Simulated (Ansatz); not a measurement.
Reaction (ligand exchange at the In–O bond): `C[O][In]([CH3])[OH]` + H₂S → `C[O][In]([CH3])[SH]` + H₂O

Program: Ansatz. Geometries: PBE0-D4/def2-TZVP. ΔE: electronic, gas phase. CBS: MP2 limit from def2 TZ/QZ plus the TZ coupled-cluster correction, frozen cores. This one scheme is used for every species. DFT in def2-TZVPP. B3LYP here is the variant with VWN-RPA as its local correlation; programs differ in this. def2 core potentials past Kr. For In outer-core shells are correlated without core-valence functions, which leaves a few kJ/mol of doubt a bond. Each species was taken in one conformer, which may not be the lowest.

Question: Is it downhill or uphill in electronic energy at CCSD(T)/CBS, and by how much? (Best estimate.)

Answer: Computed: Downhill: ΔE = -62.4 kJ/mol.

Question: What do these levels give: LDA (SPW92), PBE-D4, B97M-V, B3LYP-D4, r2SCAN0-D4, ωB97M-V, B2PLYP, RPA@PBE/def2-TZVPP, HF/def2-QZVPP, SCS-MP2/def2-QZVPP, MP2/CBS(def2), CCSD/CBS(def2)? (An estimate is asked.)

Answer: Ansatz gave: LDA (SPW92) -64.9, PBE-D4 -62.7, B97M-V -60.4, B3LYP-D4 -60.5, r2SCAN0-D4 -68.7, ωB97M-V -61.7, B2PLYP -57.6, RPA@PBE/def2-TZVPP -55.0, HF/def2-QZVPP -61.9, SCS-MP2/def2-QZVPP -59.6, MP2/CBS(def2) -66.0, CCSD/CBS(def2) -62.2 kJ/mol.

Largest T1 diagnostic among the species: 0.015.

The D4 term adds −4.1 kJ/mol with B3LYP and −2.4 kJ/mol with PBE0; it sums over pairs of atoms, weighted by their polarisabilities, and B3LYP, whose exchange is more repulsive, gets the larger term. From PBE to PBE0 (25 % exact exchange), in def2-TZVPP and without D4, ΔE moves by −6.7 kJ/mol. At CCSD(T), def2-SVP lies +5.9 kJ/mol from the extrapolated value and def2-TZVPP +1.0 kJ/mol.
